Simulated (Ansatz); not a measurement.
C$_{3}$H$_{9}$FTi (`[CH3][Ti]([CH3])([CH3])[F]`), relaxed with RKS PBE-D4/def2-SVP in Ansatz 0.2.0 from a rough embedded geometry. The force threshold is 0.03 eV/Å; the program also tests the step.

The species carries charge 0 and has multiplicity 1.

Start:

```xyz
14

C    -0.809    0.167   -1.781
Ti   -0.420   -0.294    0.213
C     1.398   -1.375    0.300
C    -0.215    1.471    1.381
F    -1.856   -1.344    0.963
H    -0.252    1.026   -2.155
H    -0.594   -0.728   -2.452
H    -1.934    0.372   -1.913
H     1.254   -2.489    0.053
H     2.161   -0.984   -0.417
H     1.850   -1.320    1.327
H     0.338    2.247    0.719
H     0.305    1.337    2.218
H    -1.226    1.914    1.544
```

Q: How much energy does the relaxation release, and in how many steps? (Estimate.)

A: Computed: 77.79 kJ/mol, in 17 steps, 2 of them rejected.

Q: Which bonds change most? (An estimate is asked.)

A: Computed: Ti2–F5 from 1.931 to 1.752 Å; C4–H13 from 0.994 to 1.111 Å; Ti2–C4 from 2.127 to 2.065 Å; Ti2–C3 from 2.117 to 2.064 Å.

Q: Give the relaxed structure. (Best estimate.)

A: The calculation gave: 
```xyz
14

C    -0.896    0.121   -1.712
Ti   -0.425   -0.339    0.244
C     1.393   -1.318    0.258
C    -0.205    1.430    1.285
F    -1.673   -1.334    0.969
H    -0.284    0.996   -2.026
H    -0.647   -0.746   -2.364
H    -1.973    0.365   -1.830
H     1.288   -2.388   -0.021
H     2.069   -0.814   -0.468
H     1.839   -1.250    1.275
H     0.728    1.928    0.938
H    -0.142    1.254    2.380
H    -1.071    2.096    1.073
```
